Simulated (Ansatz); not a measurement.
Name a neutral molecule of B, C, Ga, O and H with size of the dipole moment (PBE/def2-TZVPP) between 1.50 and 1.80 D and size of the dipole moment (B3LYP/def2-TZVPP) between 1.35 and 1.65 D (Ansatz, PBE0-D4/def2-TZVP geometry).

`[BH2][Ga]([CH3])[BH]O` (1.61 D, 1.43 D). Other molecules can fit too; these were computed, each in one conformer that needn't be the lowest.

B3LYP here is the variant with VWN-RPA as its local correlation; programs differ in this.
